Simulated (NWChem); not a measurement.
CHCl2, doublet; SMILES Cl[CH]Cl

```xyz
4

Cl    -0.1708    -0.0017    -1.4704
C      0.6825     0.0606     0.0000
Cl    -0.1708    -0.0017     1.4704
H      1.7113    -0.3040     0.0000
```
Atoms are numbered in this order, from 1.

Results from NWChem. Pople sets run with spherical d functions. Spin-unrestricted. In the optimisation the excess spin sits in a' (Cs, its own frame). All runs use the structure optimised with PBE0/def2-SVP, spin-unrestricted. No stability test was run on the SCF state.

For level PBE0/6-31G*:

- highest occupied level (eV) = -6.29

Task: Estimate the same quantities for level PBE0/6-311G**.

Result: 
| Quantity | Value |
|---|---|
| highest occupied level (eV) | -6.45 |
